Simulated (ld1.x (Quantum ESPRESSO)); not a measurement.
# Which change was made? (As, RRKJ)

ld1.x (Quantum ESPRESSO) 7.5 input, shortened:

```
&input
   title='As', zed=33., rel=1, dft='PZ', iswitch=3,
   config='[Ar] 3d10 4s1.5 4p3.5'
 /
 &inputp
   pseudotype=2, tm=.false., lloc=0,
   nlcc=.false.
 /
2
4P  2  1   3.50   0.00  1.35  1.35  0.0
4S  1  0   1.50   0.00  1.25  1.25  0.0
 &test
   configts(1)='4s1.5 4p3.5'
 /
```

Cutoffs, loose and tight: the cutoffs (Ry, on a coarse ladder) from which the occupation-weighted sum of valence levels, in a spherical-Bessel basis at the reference potential, stays within 10 and 1 mRy of its value at 400 Ry. They do not see the model core or the augmentation charge, which bear on the density cutoff. Test errors are all-electron minus pseudo excitation energies from the reference, over the configurations 4s2 4p3; 4s2 4p2; 4s2 4p1; 4s2 4p3.3; 4s1 4p4; 4s2 4p2.5; 4s2 4p0 (two spin-polarised tests are not counted in the largest error); variants that change the core or the reference have their own tests.

The base gives: outcome: generated; cutoff, loose: 70 Ry; cutoff, tight: 140 Ry; bound ghosts: p; largest test error (meV): +89.

Problem. After one change the result is: outcome: generated; cutoff, loose: 70 Ry; cutoff, tight: 140 Ry; bound ghosts: p; largest test error (meV): +444. Which change was it?
A. type PAW; waves now 4s (bound): rcut 1.10, rcutus 1.25 bohr; 4s channel at -0.8 Ry: rcut 1.10, rcutus 1.25 bohr; 4p (bound): rcut 1.15, rcutus 1.35 bohr; 4p channel at 1.25 Ry: rcut 1.15, rcutus 1.35 bohr; local potential all-electron potential smoothed inside 1.20 bohr (lloc = -2); core correction a·sin(br)/r model core, default radius (ld1.x builds one for every PAW set, though the input has nlcc=.false.); augmentation BESSEL, radius 0.80 bohr
B. local potential all-electron potential smoothed inside 1.15 bohr (lloc = -2)
C. wave 4s (bound): rc 1.25 bohr becomes 4s (bound): rc 1.84 bohr
D. all radii scaled by about 1.12 (s 1.40, p 1.52 bohr)
E. reference 4s2 4p3

Solution. E. The others give: wave 4s (bound): rc 1.25 bohr becomes 4s (bound): rc 1.84 bohr → outcome: generated; cutoff, loose: 60 Ry; cutoff, tight: 80 Ry; bound ghosts: p; largest test error (meV): +89 | all radii scaled by about 1.12 (s 1.40, p 1.52 bohr) → outcome: generated; cutoff, loose: 35 Ry; cutoff, tight: 80 Ry; bound ghosts: none; largest test error (meV): +92 | type PAW; waves now 4s (bound): rcut 1.10, rcutus 1.25 bohr; 4s channel at -0.8 Ry: rcut 1.10, rcutus 1.25 bohr; 4p (bound): rcut 1.15, rcutus 1.35 bohr; 4p channel at 1.25 Ry: rcut 1.15, rcutus 1.35 bohr; local potential all-electron potential smoothed inside 1.20 bohr (lloc = -2); core correction a·sin(br)/r model core, default radius (ld1.x builds one for every PAW set, though the input has nlcc=.false.); augmentation BESSEL, radius 0.80 bohr → outcome: failed: new_paw_hamiltonian: negative rho | local potential all-electron potential smoothed inside 1.15 bohr (lloc = -2) → outcome: failed: compute_chi: n is too large.
